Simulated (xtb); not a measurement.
xtb input:

```bash
xtb mol.xyz --gfnff --opt tight --chrg 0 --uhf 0
```
mol.xyz:
```
18

C     -1.58610345    -0.87424208     1.84978852
Si    -1.59946850    -0.81590761    -0.01478079
C     -2.69435493     0.55483395    -0.64841423
O     -0.05851052    -0.58484816    -0.57972236
Si     1.25166386     0.29274050    -0.22191811
O      2.16710662     0.46668005    -1.56955926
O      0.68831998     1.69974564     0.39967360
O      2.22715385    -0.37522777     0.90742122
H     -2.58476481    -1.08195507     2.24149594
H     -0.91103589    -1.65080277     2.21433390
H     -1.25251309     0.08218363     2.25829455
H     -2.04385269    -2.11944031    -0.56604642
H     -2.33672537     1.52052360    -0.28462389
H     -2.69988292     0.58290820    -1.73993822
H     -3.72501278     0.42183035    -0.31067629
H      1.70589641     0.56694907    -2.40571701
H      1.32356735     2.27265968     0.83609396
H      2.88377937    -1.00486601     0.59981655
```

Problem. What final total energy does it print?

Solution. -2.33842 Eh (GFN-FF).
